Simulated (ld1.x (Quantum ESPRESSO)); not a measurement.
# oxygen (O): TM pseudisation with PBE, non-relativistic reference atom.

- Element: oxygen
- Generator: ld1.x (Quantum ESPRESSO) 7.5
- Type: norm-conserving Troullier–Martins (Kleinman–Bylander form)
- Functional: PBE
- Relativity: non-relativistic
- Frozen core: [He]
- Valence charge: 6
- Reference configuration: 2s2 2p3 (charge +1)
- Partial waves: 2s (bound): rc 0.70 bohr; 2p (bound): rc 1.55 bohr; 3d channel at 0.25 Ry: rc 1.55 bohr
- Local potential: the d channel
- Core correction: none

All-electron outer shells of the reference configuration (PBE, non-relativistic, ld1.x):

```json
{"shell": "2s", "level (eV)": "-39.61", "outermost node (bohr)": "0.28", "outermost maximum (bohr)": "0.86"}
{"shell": "2p", "level (eV)": "-24.46", "outermost node (bohr)": "–", "outermost maximum (bohr)": "0.79"}
```

Results:

* Cutoffs needed: 90 Ry and 200 Ry (the cutoffs (Ry, on a coarse ladder) from which the occupation-weighted sum of valence levels, in a spherical-Bessel basis at the reference potential, stays within 10 and 1 mRy of its value at 400 Ry)
* Ghost test: no extra level below or beside the all-electron valence levels (s, p, d, f tested) (spherical-Bessel basis up to 400 Ry, 20 bohr box)
* Largest excitation error: +2218 meV (all-electron minus pseudo) for 2s2 2p0, out of 7 test configurations

Generation and tests took about 0.98 s on one core of a shared server CPU.
